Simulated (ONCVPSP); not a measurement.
# K (Z = 19): variants of one ONCV potential

Base potential:

* Element: potassium
* Generator: ONCVPSP 4.0.1
* Type: optimised norm-conserving Vanderbilt (ONCV)
* Functional: LDA (Perdew-Wang 92)
* Relativity: scalar-relativistic
* Frozen core: [Ne]
* Valence charge: 9
* Reference configuration: 3s2 3p6 4s0.5 (charge +0.5)
* Partial waves: 3s+4s: rc 2.50 bohr, ncon 4, nbas 7, qcut 5.7 1/bohr, 2 projectors; 3p: rc 2.00 bohr, ncon 3, nbas 7, qcut 7.1 1/bohr, 3 projectors, debl 3.3 Ha; d scattering state at 0.13 Ha: rc 2.15 bohr, ncon 4, nbas 7, qcut 5.3 1/bohr, 2 projectors, debl 1.8 Ha
* Local potential: polynomial inside 1.95 bohr (lpopt 5, dvloc0 0 Ha)
* Core correction: none

In the d channel the program set the typed energies aside and used 0.050, 1.850 Ha.

All-electron outer shells of the reference configuration (LDA (PZ), scalar-relativistic, ld1.x):

```csv
shell,level (eV),outermost node (bohr),outermost maximum (bohr)
3s,-38.06,0.48,1.07
3p,-21.70,0.45,1.15
4s,-4.43,1.58,3.78
```

Cutoffs, loose and tight: the cutoffs (Ha) at which the residual kinetic energy of the hardest occupied pseudo-wave falls to 1 and 0.1 mHa per electron. They do not see the model core or the augmentation charge, which bear on the density cutoff. Test errors are all-electron minus pseudo excitation energies from the reference, over the configurations 3s2 3p6 4s1; 3s2 3p6 4s0; 3s2 3p6 4s0 4p1; 3s2 3p6 3d1 4s0. A dash means not determined; rows that change the core or the reference have their own tests.

For the base: The cutoffs count occupied waves only; projector 2 of the d channel, the hardest unoccupied one, needs 41 Ha at the loose tolerance.

| change | outcome | cutoff, loose | cutoff, tight | bound ghosts | GHOST(+) flags above zero | largest test error (meV) |
| --- | --- | --- | --- | --- | --- | --- |
| base | generated, projector energies reset by the program | 13 Ha | 16 Ha | none | none | -0.4 |
| all radii scaled by about 0.79 (s 1.98, p 1.58, d 1.70 bohr); local potential polynomial inside 1.54 bohr (lpopt 5, dvloc0 0 Ha) | generated, projector energies reset by the program | 12 Ha | 14 Ha | none | none | -0.4 |
| all radii scaled by about 0.86 (s 2.14, p 1.72, d 1.84 bohr); local potential polynomial inside 1.68 bohr (lpopt 5, dvloc0 0 Ha) | generated, projector energies reset by the program | 12 Ha | 15 Ha | none | none | -0.4 |
| all radii scaled by about 0.95 (s 2.38, p 1.90, d 2.04 bohr); local potential polynomial inside 1.86 bohr (lpopt 5, dvloc0 0 Ha) | generated, projector energies reset by the program | 13 Ha | 16 Ha | none | none | -0.4 |
| all radii scaled by about 1.09 (s 2.72, p 2.18, d 2.34 bohr); local potential polynomial inside 2.12 bohr (lpopt 5, dvloc0 0 Ha) | generated, projector energies reset by the program | 12 Ha | 15 Ha | none | none | -0.4 |
| all radii scaled by about 1.24 (s 3.10, p 2.48, d 2.66 bohr); local potential polynomial inside 2.42 bohr (lpopt 5, dvloc0 0 Ha) | generated, projector energies reset by the program | 12 Ha | 14 Ha | none | none | -0.7 |

Question: What comes out with this change to the base: all radii scaled by about 1.15 (s 2.86, p 2.30, d 2.46 bohr); local potential polynomial inside 2.24 bohr (lpopt 5, dvloc0 0 Ha)?

Answer: outcome: generated, projector energies reset by the program; cutoff, loose: 12 Ha; cutoff, tight: 15 Ha; bound ghosts: none; GHOST(+) flags above zero: p; largest test error (meV): -10.

Question: What comes out with this change to the base: all radii scaled by about 1.30 (s 3.26, p 2.60, d 2.80 bohr); local potential polynomial inside 2.54 bohr (lpopt 5, dvloc0 0 Ha)?

Answer: outcome: generated, projector energies reset by the program; cutoff, loose: 11 Ha; cutoff, tight: 14 Ha; bound ghosts: none; GHOST(+) flags above zero: none; largest test error (meV): -1.0.

Reading the sweep of the scale of all radii (base = 1) (base included, trends over the rows without a ghost): The loose cutoff stays near 12 Ha. The median size of the test errors (rows with all tests solved) stays near 0.1 meV.
